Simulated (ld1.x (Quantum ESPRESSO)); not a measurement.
**cobalt: RRKJ pseudisation with PBE, scalar-relativistic reference atom.**

ld1.x (Quantum ESPRESSO) 7.5 was run on this input:

```
&input
   title='Co', zed=27., rel=1, dft='PBE', iswitch=3,
   config='[Ar] 3d8 4s1 4p0',
   nld=3, rlderiv=3.05, eminld=-2.0, emaxld=5.0, deld=0.02
 /
 &inputp
   pseudotype=2, tm=.false., lloc=0,
   nlcc=.true., new_core_ps=.true.,
   file_pseudopw='Co.UPF', file_wfcaegen='ae.wfc', file_wfcncgen='nc.wfc', file_beta='beta', file_chi='chi'
 /
3
4P  2  1   0.00   0.00  2.80  2.80  0.0
3D  3  2   8.00   0.00  0.90  0.90  0.0
4S  1  0   1.00   0.00  2.70  2.70  0.0
 &test
   configts(1)='3d8 4s1 4p0'
 /
```

Command:

```bash
ld1.x < Co.in > Co.out
```

Resulting log (shortened: banner, matrices, multipoles, cross overlaps and the repeated all-electron block are left out):

```
Program LD1 v.7.5
     --------------------------- All-electron run ----------------------------

     Co
     scalar relativistic calculation

     atomic number is 27.00
     dft =PBE   lsd =0 sic =0 latt =0  beta=0.20 tr2=1.0E-14
     Exchange-correlation= PBE
                           (   1   4   3   4   0   0   0)
     mesh =1193 r(mesh) =  99.89935 a.u. xmin = -7.00 dx = 0.01250
     1 Ry =  13.60569312 eV, c = 137.03599908

     n l     nl                  e(Ry)          e(Ha)          e(eV)
     1 0     1S 1( 2.00)      -557.7360      -278.8680     -7588.3842
     2 0     2S 1( 2.00)       -65.6860       -32.8430      -893.7029
     2 1     2P 1( 6.00)       -56.2042       -28.1021      -764.6976
     3 0     3S 1( 2.00)        -7.1738        -3.5869       -97.6050
     3 1     3P 1( 6.00)        -4.4814        -2.2407       -60.9728
     3 2     3D 1( 8.00)        -0.3114        -0.1557        -4.2370
     4 0     4S 1( 1.00)        -0.3215        -0.1608        -4.3743
     4 1     4P 1( 0.00)        -0.0595        -0.0297        -0.8092

     final scf error:  9.2E-15 reached in  27 iterations

     Etot =   -2786.383253 Ry,   -1393.191627 Ha,  -37910.675469 eV

     Ekin =    2822.312111 Ry,    1411.156055 Ha,   38399.512473 eV
     Encl =   -6683.407462 Ry,   -3341.703731 Ha,  -90932.390948 eV
     Eh   =    1193.760435 Ry,     596.880218 Ha,   16241.938147 eV
     Exc  =    -119.048337 Ry,     -59.524169 Ha,   -1619.735142 eV

     normalization and overlap integrals

     s(1S/1S) =  1.000000  <r> =   0.0562  <r2> =    0.0042  r(max) =   0.0366
     s(2S/2S) =  1.000000  <r> =   0.2554  <r2> =    0.0770  r(max) =   0.2131
     s(2P/2P) =  1.000000  <r> =   0.2249  <r2> =    0.0621  r(max) =   0.1723
     s(3S/3S) =  1.000000  <r> =   0.7769  <r2> =    0.6980  r(max) =   0.6731
     s(3P/3P) =  1.000000  <r> =   0.8223  <r2> =    0.8003  r(max) =   0.6816
     s(3D/3D) =  1.000000  <r> =   1.1861  <r2> =    2.0215  r(max) =   0.6816
     s(4S/4S) =  1.000000  <r> =   3.1074  <r2> =   11.3829  r(max) =   2.4392
     s(4P/4P) =  1.000000  <r> =   5.1634  <r2> =   32.7847  r(max) =   3.7310

     ------------------------ End of All-electron run ------------------------

     --------------------- Generating NC pseudopotential ---------------------

      Generating local pot.: lloc=0, matching radius rcloc =   2.7000

      Computing core charge for nlcc:

       r > 0.43 : true rho core
      Core charge pseudized with two Bessel functions
      Integrated core pseudo-charge :  11.82

      Wfc   4P  rcut= 2.799  Estimated cut-off energy=       21.87 Ry
      This function has    0 nodes for 0 < r <    2.799

      Wfc   3D  rcut= 0.909  Estimated cut-off energy=      280.32 Ry
      This function has    0 nodes for 0 < r <    0.909

     ------------------- End of pseudopotential generation -------------------

     Computing logarithmic derivative in   3.03567
     Computing logarithmic derivative in   3.03567
     Computing the partial wave expansion
       no projector for channel:   0
     R is outside the sphere for l=    1 j= 0.00
     R is outside the sphere for l=    2 j= 0.00

     ---------------------- Testing the pseudopotential ----------------------

     Co
     scalar relativistic calculation

     atomic number is 27.00   valence charge is  9.00
     dft =PBE   lsd =0 sic =0 latt =0  beta=0.20 tr2=1.0E-14
     mesh =1193 r(mesh) =  99.89935 xmin = -7.00 dx = 0.01250

     n l     nl             e AE (Ry)        e PS (Ry)    De AE-PS (Ry)
     3 2     3D   1( 8.00)       -0.31141       -0.31141        0.00000
     1 0     4S   1( 1.00)       -0.32150       -0.32150        0.00000
     2 1     4P   1( 0.00)       -0.05948       -0.05948        0.00000

     eps = 8.3E-15  iter = 12

     Etot =   -2786.383253 Ry,   -1393.191627 Ha,  -37910.675469 eV
     Etotps =   -89.550481 Ry,     -44.775240 Ha,   -1218.396362 eV

     Ekin =     106.165013 Ry,      53.082507 Ha,    1444.448590 eV
     Encl =     -95.201972 Ry,     -47.600986 Ha,   -1295.288816 eV
     Ehrt =      58.021614 Ry,      29.010807 Ha,     789.424280 eV
     Ecxc =     -46.726618 Ry,     -23.363309 Ha,    -635.748021 eV
     (Ecc =     -30.207585 Ry,     -15.103793 Ha,    -410.995136 eV)
     Epseu=    -111.808519 Ry,     -55.904259 Ha,   -1521.232394 eV

     ---------------------- End of pseudopotential test ----------------------
```

Generation and configuration tests took about 1.4 s on one core of a shared server CPU.
